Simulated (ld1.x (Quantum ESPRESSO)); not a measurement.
holmium: one change to a TM potential, before and after

- Element: holmium
- Generator: ld1.x (Quantum ESPRESSO) 7.5
- Type: norm-conserving Troullier–Martins (Kleinman–Bylander form)
- Functional: PBE
- Relativity: fully relativistic
- Frozen core: [Kr] 4d10 5s2
- Valence charge: 19
- Reference configuration: 4f11 5p6 5d0 6s1 6p0 (charge +1)
- Partial waves: 6s (bound): rc 2.90 bohr; 5p (bound): rc 1.40 bohr; 4f (bound): rc 1.05 bohr; 5d (bound, empty): rc 1.95 bohr
- Local potential: the d channel
- Core correction: none

Open shells are filled in proportion to 2j + 1 (rel_dist='average').

Change: all radii scaled by about 1.35 (s 3.90, p 1.88, d 2.62, f 1.42 bohr).

Cutoffs: the cutoffs (Ry, on a coarse ladder) from which the occupation-weighted sum of valence levels, in a spherical-Bessel basis at the reference potential, stays within 10 and 1 mRy of its value at 400 Ry; they do not see the model core or the augmentation charge, which bear on the density cutoff. Errors are all-electron minus pseudo energies relative to the spin-unpolarised reference configuration.

What does the change do?

Both files keep a bound ghost (p, s); of the 6 tests that both files solve, the error grows in 1 and shrinks in 3 by more than 15 % and 0.3 meV (median size 227.7 → 211.1 meV).

```tsv
quantity	base	changed
cutoffs, loose and tight	not determined	230 Ry, over 300 Ry
bound ghosts	p3/2, s	p3/2, s
tests counted (converged, no solver errors)	6 of 7	6 of 7
error for 4f11 5p6 5d0 6s2 6p0, meV [ΔE -6.31 eV]	+2.3	+1.1
error for 4f11 5p6 5d0 6s0 6p0, meV [ΔE 11.81 eV]	+8.0	-0.4
error for 4f10 5p6 5d0 6s0 6p0, meV [ΔE 37.69 eV]	-487	-660
error for 4f11 5p5 5d0 6s2 6p0, meV [ΔE 25.15 eV]	-127	-97
error for 4f12 5p6 5d0 6s0 6p0, meV [ΔE 1.83 eV]	-328	-325
error for 4f10 5p6 5d1 6s2 6p0, meV [ΔE -1.78 eV]	-711	-682
```

Base: Tests not counted: 4f11 5p6 5d0 6s0 6p2 (solver errors, printed error -3660 eV). These tests converged, but a pseudo level misses the all-electron one widely, so the file describes the atom poorly there or has found another state: 4f10 5p6 5d0 6s0 6p0: empty 6s by 4.0 eV (a node warning on the way). ld1.x printed “convergence not achieved” for 2 of the counted tests; their residual had stalled under 1e-8, short of the target of 1e-14. Changed file: Tests not counted: 4f11 5p6 5d0 6s0 6p2 (solver errors, printed error -3267 eV). ld1.x printed “convergence not achieved” for 2 of the counted tests; their residual had stalled under 1e-8, short of the target of 1e-14. A true bound ghost makes a file unfit for plane-wave use even where its test errors are small: the radial tests pick states by their node count and pass the ghost by. Where a test does run into it, the solver fails or the error is huge.
